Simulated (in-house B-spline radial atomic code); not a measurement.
Si³⁺. Computed with a B-spline radial atomic code. Model: all-electron spherical atom, spin shells full or empty, radial basis limit, no spin-orbit coupling: exact exchange with a local potential (Slater, KLI or optimised effective potential, whose far tail is KLI's), no correlation.

Empty minority-spin level lies below the highest occupied level: each spin potential is zero at infinity, spin occupations fixed.

The run also made RPA and GW results, which its time includes.

The Slater potential averages the orbital exchange potentials with the orbital densities as weights, KLI adds orbital constants, and the optimised effective potential minimises the exact-exchange energy among local potentials. So their energies lie above Hartree-Fock in the order OEP, KLI, Slater. All fall off as −1/r, unlike LDA and GGA exchange.

Command:
```bash
python run_gw.py task.json out
```
Settings (nuclear radius in fm, other lengths in bohr, energies in hartree):
```
Z                      14
electrons              11
configuration          [Ne] 3s1
hamiltonian            x2c
method                 oep
lmax                   9
rms_radius             3.1224
spin_polarised         True
box_radius             14.14
intervals              103
ion_configuration      [He] 2s2 2p6
```

Run time, properties included: 9.7 s on 1 thread of Arm Neoverse N1, with other jobs on the host.

Given: hamiltonian one-electron scalar X2C; mean-field start exchange-only OEP.

Computed: energy above Hartree-Fock 2.6576 millihartree.

```csv
radius (bohr),r times exchange potential up (hartree bohr),r times exchange potential down (hartree bohr)
0.00357,-0.039951,-0.041666
0.00433,-0.048415,-0.050496
0.00525,-0.058625,-0.061148
0.00637,-0.070991,-0.074053
0.00772,-0.085804,-0.089517
0.00937,-0.10373,-0.10824
0.0114,-0.12548,-0.13097
0.0138,-0.1507,-0.15736
0.0167,-0.18038,-0.18845
0.0203,-0.21586,-0.22569
0.0246,-0.25608,-0.26803
0.0298,?,?
0.0361,-0.35118,-0.36888
0.0438,-0.40433,-0.42594
0.0531,-0.45747,-0.48385
0.0644,-0.50663,-0.53889
0.0781,-0.54547,-0.58494
0.0947,-0.56527,-0.61365
0.115,-0.55436,-0.61393
0.139,-0.5066,-0.57993
0.169,-0.4512,-0.54093
0.205,-0.48822,-0.5938
0.248,?,?
0.301,-0.78198,-0.93296
0.365,-0.90131,-1.0856
0.443,-0.98784,-1.2133
0.537,-1.0292,-1.3036
0.652,-1.0094,-1.3445
0.79,-0.91421,-1.3345
0.958,-0.73521,-1.2876
1.16,-0.62113,-1.2253
1.41,-0.77404,-1.1642
1.71,-0.90002,-1.1163
2.07,-0.95468,-1.0737
2.51,-0.98238,-1.0313
3.05,-0.99477,-1.015
3.7,-0.99947,-1.0082
```

What belongs in the row 0.0298?

r times exchange potential up (hartree bohr): -0.30139; r times exchange potential down (hartree bohr): -0.31593.

What belongs in the row 0.248?

r times exchange potential up (hartree bohr): -0.63037; r times exchange potential down (hartree bohr): -0.75481.

```
occupied  level (hartree)  Hartree-Fock level (hartree)
   1s up          -67.196                       -70.364
 1s down          -67.706                       -70.345
   2s up                ?                             ?
 2s down          -7.2249                        -7.491
   2p up          -5.0676                        -5.594
 2p down          -5.5799                       -5.5793
   3s up          -1.6451                        -1.645
```

What belongs in the row 2s up?

level (hartree): -6.7112; Hartree-Fock level (hartree): -7.5285.

| empty | level (hartree) |
| --- | --- |
| 3s down | -1.8397 |
| 3p down | -1.4849 |
| 3p up | -1.3267 |
| 3d down | -1.05 |
| 3d up | ? |
| 4s down | -0.81873 |
| 4s up | -0.77196 |
| 4p down | ? |
| 4p up | -0.66234 |

What belongs in the row 3d up?

level (hartree): -0.91983.

What belongs in the row 4p down?

level (hartree): -0.70515.

The highest level, 3s up, differs from Hartree-Fock by -0.0042 eV and the deepest, 1s down, by +71.8 eV: a local potential can match the highest level but can't give each shell its own exchange.
